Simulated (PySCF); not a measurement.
## [Gd(NH2)2]+ relaxed at several levels

Computed with PySCF 2.14.0, def2-SVP on the ligands, density fitting, scalar-relativistic core potentials, no spin-orbit coupling, vacuum. Each row is relaxed at its own level from the same template. Distances are means of the shortest metal–ligand contacts, charges and spins Mulliken's; removal energies are rigid, with the ligand's formal charge and no counterpoise, so too large; for an anion taken off a cation in vacuum most of it is the attraction of opposite charges, and multiply charged cations can part far more cheaply with an electron moved from ligand to metal. lcecp potentials hold a fixed number of 4f electrons in the core, out of states, spins and gaps.

```
level      basis on the metal  point group  M–NH2 (Å)  charge on M (e)  removal of one NH2 (eV)  unstable modes (below −25 cm⁻¹)
 TPSS  lcecp-1-SVP with ECP53          C2v      2.113             1.18                    16.92                        not given
```

What does the calculation give for r2SCAN, lcecp-1-SVP with ECP53?

point group: C2v, M–NH2 (Å): 2.101, charge on M (e): 1.21, removal of one NH2 (eV): 16.96, unstable modes (below −25 cm⁻¹): not given.
```xyz
7

Gd   -1.1826    0.0357    0.0050
N     0.1259   -0.1239    1.6404
H     1.1447   -0.1695    1.5358
H    -0.0553   -0.1821    2.6469
N     0.1231    0.1004   -1.6396
H     1.1430    0.0537   -1.5438
H    -0.0576    0.1768   -2.6447
```

Moved off a saddle point of the template and relaxed again: TPSS, r2SCAN. One start shape was tried for each, so a minimum needn't be the lowest isomer.
